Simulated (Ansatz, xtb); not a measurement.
## Isomers of C4H8GeSe in order of energy

4 gas-phase structures of C4H8GeSe, from a drawn sample of its isomers (lower ones may exist). Each was relaxed with GFN2-xTB:

A. `C1=C[Se][GeH2][CH2]C1`, a singlet
B. `C1=[CH][GeH2][Se]CC1`, a singlet
C. `[GeH3][C@@H]1C=CC[Se]1`, a singlet
D. `C[C]1=C[CH2][Ge@@H]1[SeH]`, a singlet

**Question.** Which do you expect lowest at r2SCAN-D4/def2-SVP, and how would the others follow?

**Answer.** Calculated order at r2SCAN-D4/def2-SVP: A (0.000), B (0.112), D (0.627), C (0.989) eV.

Energies above the lowest of each column, in eV; the last columns are at PBE-D3(BJ)/def2-SVP geometries and were run for some of them only (a dash: not run or not comparable):

```tsv
structure	GFN2-xTB	HF/STO-3G	r2SCAN-D4/def2-SVP	PBE-D3(BJ)/def2-SVP	CCSD(T)/def2-SVP + ΔMP2/def2-TZVPP
A	0.000	0.000	0.000	0.000	0.000
B	0.099	0.074	0.112	0.082	0.055
D	0.807	1.261	0.627	0.466	0.467
C	0.950	1.010	0.989	–	–
```

Every level run on A puts it lowest or level with the lowest. Flexible structures stand in one conformer each, not always the lowest. D keeps a small imaginary mode. Frequencies (GFN2-xTB) were run for A, B, D alone. ΔMP2 is the change of the MP2 energy from the smaller to the larger basis.

Over these structures GFN2-xTB departs from r2SCAN-D4/def2-SVP by 0.074 eV on average once a common shift is removed. A GFN2-xTB relaxation took about 0.074 s and the r2SCAN-D4/def2-SVP energy about 2 s on a shared host (Ansatz 0.2.0, xtb 6.7.1).
